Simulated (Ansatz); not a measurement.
Born–Oppenheimer molecular dynamics of BCl2FH2O (7 atoms, charge 0, multiplicity 1). It starts at the highest image of a converged band. Of that band: The profile has 2 maxima (images 1, 4) with wells between them (image 3): this band takes more than one step, which may be the mechanism or a detour left from its start path. Neighbouring images differ by up to 1.4 eV, so the band resolves the path poorly. A vibrational analysis at the climbing image gives one clearly imaginary mode, 1213i cm⁻¹: a first-order saddle point.

All numbers below come from Ansatz, RHF/def2-SVP.

```json
{"ensemble": "NVE (velocity Verlet)", "time step": "0.5 fs", "steps asked": "200", "starting velocities drawn for": "300 K", "seed": "10312"}
```

First frame:

```xyz
7
Properties=species:S:1:pos:R:3
B 0.011 0.196 0.003
Cl -0.112 -0.146 2.131
O 1.232 -0.067 -0.459
H 1.315 -0.844 -0.989
Cl -1.482 -0.369 -0.773
F -0.076 1.664 0.417
H -0.117 1.322 1.446
```

(1) How far do the bonds stretch over the last three quarters of this one trajectory? (Pairs bonded in most of those frames.)

## Answers

(1) 
| bond | mean (Å) | spread (Å) | shortest | longest |
| --- | --- | --- | --- | --- |
| B1–Cl2 | 1.774 | 0.039 | 1.72 | 1.89 |
| B1–O3 | 1.338 | 0.014 | 1.32 | 1.36 |
| B1–Cl5 | 1.785 | 0.024 | 1.73 | 1.82 |
| O3–H4 | 0.952 | 0.013 | 0.93 | 0.97 |
| F6–H7 | 0.906 | 0.026 | 0.87 | 0.95 |

Mean temperature of the second half: 1882 K. The conserved energy stayed within 0.2 meV per atom of its start (net change 0.11 meV per atom), so the integration is sound. The kinetic energy rose, since the run started high on the potential surface and went downhill. It ends in pieces (BCl2HO + FH), so much of that is their flight and rotation, not heat. A run of 0.1 ps of so small a system gives no equilibrium averages. The orbitals stay closed-shell, which can raise the energy where a bond breaks towards radicals; this wasn't checked here.

Run time: 5.2 min on 1 thread of Arm Neoverse V1 (shared host), peak memory 0.16 GiB.
